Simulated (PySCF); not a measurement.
C₃H₆F₂Si, SMILES FC(F)=CC[SiH3].

Coordinates come from a PBE0-D3(BJ)/def2-SVP optimisation. This is a generated structure with no PubChem entry under its InChIKey; it may be hypothetical. Other conformers were not sampled.

These are PBE0-D3(BJ)/def2-SVP in PySCF values and carry that method's errors.

Frequencies are harmonic and unscaled.

```
mode  ν (cm⁻¹)  IR (km/mol)  moving atoms (share of kinetic energy)
----  --------  -----------  --------------------------------------
1           45          0.6         F 33 %, Si 25 %, C 24 %, H 18 %
2          114          0.3         F 47 %, Si 21 %, C 19 %, H 14 %
3          137          0.2                                  H 89 %
4          238          2.8                  F 35 %, C 33 %, H 30 %
5          312          1.8         C 53 %, H 19 %, F 14 %, Si 14 %
6          479          7.1                  F 40 %, H 32 %, C 23 %
7          499          8.1                           H 82 %, F 9 %
8          587          1.6                  F 56 %, C 22 %, H 16 %
9          620          6.0                  C 67 %, H 21 %, F 10 %
10         633          7.8          H 40 %, C 39 %, F 12 %, Si 8 %
11         741         28.3                 C 42 %, H 41 %, Si 16 %
12         820         35.8                  H 57 %, C 27 %, F 12 %
13         846         18.8                          H 67 %, C 29 %
14         920        251.4                         H 89 %, Si 10 %
15         941         67.8                                  H 86 %
16         944         14.1                  H 77 %, C 11 %, F 11 %
17         947         69.5                  H 57 %, F 22 %, C 20 %
18        1088         27.4                          H 67 %, C 25 %
19        1161          9.0                          H 67 %, C 28 %
20        1198         17.1                          H 59 %, C 40 %
21        1297        133.1                  C 45 %, H 42 %, F 13 %
22        1388        148.7                  C 52 %, H 35 %, F 13 %
23        1432         21.6                          H 71 %, C 26 %
24        1848        254.0                                  C 95 %
25        2225         97.1                                  H 98 %
26        2231        113.7                                  H 96 %
27        2239         98.4                                  H 96 %
28        3070          5.7                                  H 94 %
29        3138          0.8                           H 91 %, C 9 %
30        3230          6.6                           H 92 %, C 8 %
```
